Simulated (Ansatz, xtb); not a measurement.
A geometry optimisation of CH6OSn+ with r2SCAN-D4/def2-SVP

The starting geometry of this gas-phase doublet has its atoms placed at random.

```xyz
9

C     0.1769   -0.8611   -2.3131
O     2.3879   -0.2015   -0.1684
Sn    0.8028   -0.1306    0.6114
H     0.1539    0.2106    2.0748
H    -0.7616   -1.3536    0.2878
H     1.1143   -0.1353   -1.7703
H     1.4585   -1.1075   -1.5884
H     0.2884   -1.6303    0.1131
H    -0.7511   -1.0774   -1.7310
```

Question: Guess where an optimisation with r2SCAN-D4/def2-SVP ends from this start.

Answer: It ends as a structure given below by its coordinates. Distances that change by over a tenth: C1–H6 (1.30 → 1.10 Å), O2–Sn3 (1.77 → 1.97 Å), Sn3–H5 (2.01 → 2.45 Å), Sn3–H8 (1.66 → 2.42 Å). Contacts that close: C1–Sn3 (3.08 → 2.12 Å), C1–H7 (1.49 → 1.10 Å), H5–H8 (1.10 → 0.77 Å).

The energy falls by 8.79 eV over 26 steps:

```csv
step,E − E(last) (eV)
1,8.787
4,2.648
7,0.841
9,0.220
12,0.019
15,0.004
18,0.003
20,0.001
23,0.000
26,0.000
```

Final geometry (Å):

```json
{"atom": "C", "x (Å)": "0.4493", "y (Å)": "-0.3983", "z (Å)": "-1.8952"}
{"atom": "O", "x (Å)": "2.6226", "y (Å)": "-0.7452", "z (Å)": "0.7363"}
{"atom": "Sn", "x (Å)": "0.8364", "y (Å)": "-0.1270", "z (Å)": "0.1732"}
{"atom": "H", "x (Å)": "0.0705", "y (Å)": "0.6938", "z (Å)": "1.4437"}
{"atom": "H", "x (Å)": "-0.4967", "y (Å)": "-2.0887", "z (Å)": "0.7699"}
{"atom": "H", "x (Å)": "0.7382", "y (Å)": "0.5352", "z (Å)": "-2.4021"}
{"atom": "H", "x (Å)": "1.0647", "y (Å)": "-1.2381", "z (Å)": "-2.2463"}
{"atom": "H", "x (Å)": "0.2090", "y (Å)": "-2.3255", "z (Å)": "0.9647"}
{"atom": "H", "x (Å)": "-0.6243", "y (Å)": "-0.5930", "z (Å)": "-2.0285"}
```

From the same start GFN2-xTB ends elsewhere, in pieces: CH3OSn + H + H + H.

From so rough a start the end depends on the optimiser's path, so another program may land elsewhere. No frequencies were run, so the end isn't proven a minimum. Open shells are spin-unrestricted. Atoms past krypton carry core potentials, without spin–orbit terms. Run with Ansatz 0.2.0, 2.1 min on 2 threads of Intel(R) Xeon(R) Platinum 8259CL CPU @ 2.50GHz (Skylake/Cascade Lake) (shared host).
